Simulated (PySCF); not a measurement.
PySCF input (CCSD(T)/cc-pVDZ):

```python
from pyscf import gto, scf, mp, cc as ccmod

mol = gto.M(
    atom='''
    O     1.36185604   -0.14860171   -0.35687594
    S     0.16703457   -0.00768004    0.40478800
    F    -0.63440715    1.23198408   -0.22845242
    F    -0.87308190   -1.08624028   -0.17394763
    ''',
    basis='cc-pvdz',
    charge=0,
    spin=0,
    verbose=4,
)

mf = scf.RHF(mol)
mf.conv_tol = 1e-10
mf.max_cycle = 100
mf.kernel()
mp2 = mp.MP2(mf, frozen=8).run()
cc = ccmod.CCSD(mf, frozen=8)
cc.max_cycle = 100
cc.kernel()
et = cc.ccsd_t()
print(f'E(CCSD(T)) = {cc.e_tot + et:.9f}')
```

End of the output:

```
Extra cycle  E= -671.195603283622  delta_E= -2.27e-13  |g|= 5.05e-07  |ddm|= 1.22e-06
converged SCF energy = -671.195603283622

******** <class 'pyscf.mp.mp2.RMP2'> ********
nocc = 13, nmo = 52
frozen orbitals 8
E(RMP2) = -671.900925649513  E_corr = -0.7053223658904
E(SCS-RMP2) = -671.872780618034  E_corr = -0.67717733441147
E_corr(same-spin) = -0.195241736142704
E_corr(oppo-spin) = -0.510080629747696

******** <class 'pyscf.cc.ccsd.CCSD'> ********
CC2 = 0
CCSD nocc = 13, nmo = 52
frozen orbitals 8
max_cycle = 100
direct = 0
conv_tol = 1e-07
conv_tol_normt = 1e-05
diis_space = 6
diis_start_cycle = 0
diis_start_energy_diff = 1e+09
Init t2, MP2 energy = -671.900925662299  E_corr(MP2) -0.705322378676415
Init E_corr(CCSD) = -0.705322378676515
cycle = 1  E_corr(CCSD) = -0.686277674309139  dE = 0.0190447044  norm(t1,t2) = 0.082695
cycle = 2  E_corr(CCSD) = -0.709132571263291  dE = -0.022854897  norm(t1,t2) = 0.0290385
cycle = 3  E_corr(CCSD) = -0.707363781298862  dE = 0.00176878996  norm(t1,t2) = 0.0185965
cycle = 4  E_corr(CCSD) = -0.709939957418805  dE = -0.00257617612  norm(t1,t2) = 0.00659091
cycle = 5  E_corr(CCSD) = -0.710121127858316  dE = -0.00018117044  norm(t1,t2) = 0.00188539
cycle = 6  E_corr(CCSD) = -0.709917882103488  dE = 0.000203245755  norm(t1,t2) = 0.000733073
cycle = 7  E_corr(CCSD) = -0.709895421018828  dE = 2.24610847e-05  norm(t1,t2) = 0.000196468
cycle = 8  E_corr(CCSD) = -0.709907575251012  dE = -1.21542322e-05  norm(t1,t2) = 6.92488e-05
cycle = 9  E_corr(CCSD) = -0.709911134025489  dE = -3.55877448e-06  norm(t1,t2) = 3.10916e-05
cycle = 10  E_corr(CCSD) = -0.709910204984785  dE = 9.29040704e-07  norm(t1,t2) = 9.47671e-06
cycle = 11  E_corr(CCSD) = -0.70991036639588  dE = -1.61411095e-07  norm(t1,t2) = 3.61764e-06
cycle = 12  E_corr(CCSD) = -0.709910194681992  dE = 1.71713889e-07  norm(t1,t2) = 1.70509e-06
cycle = 13  E_corr(CCSD) = -0.709910211649796  dE = -1.69678047e-08  norm(t1,t2) = 6.19507e-07
CCSD converged
E(CCSD) = -671.905513495272  E_corr = -0.7099102116497964
CCSD(T) correction = -0.0190937884787938
E(CCSD(T)) = -671.924607284
```
